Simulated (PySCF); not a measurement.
## Ionisation energy of Ge²³⁺ by level of theory

Ge²³⁺ [He] 2s2 2p5 [2p1/2^2 2p3/2^3, M_J = 3/2] → Ge²⁴⁺ [He] 2s2 2p4 [2p1/2^2 2p3/2^2, M_J = 2], as a difference of total energies. Calculation: PySCF 2.14, in an uncontracted even-tempered set (18 s from 6.6 bohr⁻², ratio 2.4; 12 p from 8.6 bohr⁻², ratio 2.4; 5 d from 36 bohr⁻², ratio 2.6; 5 f from 54 bohr⁻², ratio 2.6); the two-component X2C-1e Hamiltonian. Correlated levels: nothing frozen; the 34 highest virtual spinors dropped. "Screened" scales the spin-orbit matrix elements by Boettger's factors to mimic the two-electron term; Breit and QED terms are absent.

```
                    method  ionisation energy (eV)
           GHF (spin-free)                  2309.1
          GMP2 (spin-free)                  2310.6
 GHF (screened spin-orbit)                  2301.6
GMP2 (screened spin-orbit)                  2303.1
```

For this ion Breit and QED terms and the two-electron picture change, all absent here, outweigh the correlation shift from GHF to GMP2.

The spin-free rows relax to the high-spin LS determinant and lack the spin-orbit shift.

The labels give the starting determinants; with spin-orbit coupling the two ends relaxed to ⟨J²⟩ = 3.75, ⟨L²⟩ = 2.00, ⟨S²⟩ = 0.75 and ⟨J²⟩ = 6.00, ⟨L²⟩ = 2.70, ⟨S²⟩ = 1.65.

For comparison: 2304 ± 4 eV (semi-empirical (NIST evaluation); NIST Atomic Spectra Database, ionization energies).
